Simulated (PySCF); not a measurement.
PySCF 2.14 output of an unrestricted PBE calculation on a single atom or ion in aug-cc-pVTZ-PP with one added diffuse shell each of d, f type with ECP60MDF (6s5p5d3f, 67 functions), with a scalar-relativistic core potential:

```
SCF conv_tol = 1e-09
number electrons alpha = 12  beta = 9
    J. P. Perdew, K. Burke, and M. Ernzerhof.,  Phys. Rev. Lett. 77, 3865 (1996)
    J. P. Perdew, K. Burke, and M. Ernzerhof.,  Phys. Rev. Lett. 78, 1396 (1997)
    J. P. Perdew, K. Burke, and M. Ernzerhof.,  Phys. Rev. Lett. 77, 3865 (1996)
    J. P. Perdew, K. Burke, and M. Ernzerhof.,  Phys. Rev. Lett. 78, 1396 (1997)
cycle= 1 E= -172.305947922017  delta_E= -0.0121  |g|= 0.0335  |ddm|= 0.526
cycle= 2 E= -172.305983075696  delta_E= -3.52e-05  |g|= 0.0315  |ddm|= 0.111
cycle= 3 E= -172.30638076449  delta_E= -0.000398  |g|= 0.000774  |ddm|= 0.0655
cycle= 4 E= -172.306381158595  delta_E= -3.94e-07  |g|= 0.000131  |ddm|= 0.00405
cycle= 5 E= -172.306381172201  delta_E= -1.36e-08  |g|= 8.12e-06  |ddm|= 0.000822
cycle= 6 E= -172.306381172249  delta_E= -4.8e-11  |g|= 7.33e-07  |ddm|= 3.62e-05
converged SCF energy = -172.306381172249  <S^2> = 3.7523196  2S+1 = 4.0011596
```

The run itself started from symmetry-adapted Hartree-Fock orbitals and held the occupation by maximum overlap, on a logarithmic radial grid, so the iterations belong to that start.

Which element, charge and spin multiplicity is this?

Tl (thallium, neutral), multiplicity 4; the state was [Xe] 4f14 5d10 6s1 6p2, high-spin 4P determinant (an excited configuration).

Energies and moments cover only the electrons outside the core potential. Spin-orbit coupling is strong in this species (close to jj coupling), so the high-spin LS determinant is a model state, not a physical level.
